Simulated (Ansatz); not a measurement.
Input file for Ansatz (a quantum-chemistry and plane-wave program): R-B3LYP/def2-TZVPPD on ClH6PSi (a complex). Files ending in .json are basis or fitting sets from the Basis Set Exchange.

Ansatz 0.2 input:
```yaml
crystal:
  periodic: [false, false, false]
  atoms:
    - {symbol: P, position_ang: [0.11014149, -0.29786893, 0.05658711]}
    - {symbol: H, position_ang: [1.35459819, -0.92604765, 0.31148296]}
    - {symbol: H, position_ang: [0.32097764, -0.24325078, -1.34628937]}
    - {symbol: H, position_ang: [0.62145483, 1.00530653, 0.27668708]}
    - {symbol: Si, position_ang: [-0.89776156, -0.71480738, 4.17907302]}
    - {symbol: Cl, position_ang: [0.92975965, 0.06963001, 3.60376532]}
    - {symbol: H, position_ang: [-1.59950580, 0.30261125, 4.98590197]}
    - {symbol: H, position_ang: [-0.64340221, -1.92472457, 4.98531816]}
    - {symbol: H, position_ang: [-1.66634011, -1.04455194, 2.96555684]}
basis:
  gaussian:
    orbitals: def2-TZVPPD.json
hamiltonian:
  xc: {name: B3LYP}
scf: {lower_state_search: off}
```

It printed:

```
WARN ansatz: RAYON_NUM_THREADS=1 ignored (pool sized by the plan → 1); use --threads N
Functional definition: B3LYP
these checks for a lower state are left out or cut short: stability, starts, cluster_reference, orbital_swaps, neighbouring_geometries, increment
integrals: 0.20 GiB planned
1338 factors; their error is unknown
mean field: 1.46 GiB planned
mean field evaluation 1: about -29789.3485 eV, gradient 1.8e1 eV
mean field evaluation 2: about -29789.9389 eV, gradient 1.3e1 eV
mean field evaluation 4: about -29790.3343 eV, gradient 5.6e-1 eV
mean field evaluation 8: about -29790.3803 eV, gradient 2.1e-2 eV
mean field evaluation 16: about -29790.3803 eV, gradient 4.6e-6 eV
mean field -29790.38026291 eV, -1094.7762820170 hartree, gradient 4.6e-6 eV, S^2 0.000000; 0 other end points of the search recorded, 0 dependent functions left out
reference -29790.38058267 eV, -1094.7762937679 hartree; 26, 26 occupied and 223, 223 virtual orbitals, 1338 factors
Total energy: -29790.38058267 eV, -1094.7762937679 hartree
Checks for a lower state left out: stability, starts, cluster_reference, orbital_swaps, neighbouring_geometries, increment
```

Self-consistency was reached.

Cost: about 6 core-seconds (a rough figure).
